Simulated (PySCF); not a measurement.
**Ionisation energy of K by level of theory**

K [Ar] 4s1 (2S) → K⁺ [Ar] (1S), as a difference of total energies. Calculation: PySCF 2.14, in cc-pVDZ-X2C; the spin-free X2C one-electron Hamiltonian (Gaussian nucleus). The calculations carry no spin-orbit coupling.

```
method  ionisation energy (eV)
   UHF                   4.019
 B3LYP                   4.497
r2SCAN                   4.243
```

For comparison: 4.341 eV (measured; NIST Atomic Spectra Database, ionization energies).
